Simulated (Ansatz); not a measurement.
```xyz
7

N     0.9059    0.0985   -1.0036
Sn   -0.5428   -0.0362    0.3472
F    -2.1462   -0.6047   -0.4813
F    -0.2502   -1.3987    1.6402
Cl   -0.9398    1.9398    1.4185
H     1.6032    0.7876   -0.7496
H     1.3699   -0.7863   -1.1714
```

Total charge 0; spin multiplicity 1. Sn takes the def2 core potential.

List the B3LYP/def2-TZVPP orbital energies in eV (the Gaussian-basis code of Ansatz). (An estimate is asked.)

Computed: Occupied: -2763.18, -671.14, -671.11, -390.57, -257.90, -196.94, -196.78, -196.78, -140.66, -95.59, -95.53, -95.48, -32.26, -31.97, -30.00, -29.75, -29.75, -29.50, -28.80, -23.98, -22.78, -15.04, -14.34, -12.37, -12.17, -11.92, -11.19, -11.13, -11.02, -10.68, -9.71, -9.67, -8.65. Lowest empty: -2.70, 0.00, 0.17, 0.26, 1.61, 2.06, 3.00, 3.22.

B3LYP here is the variant with VWN-RPA as its local correlation; programs differ in this.
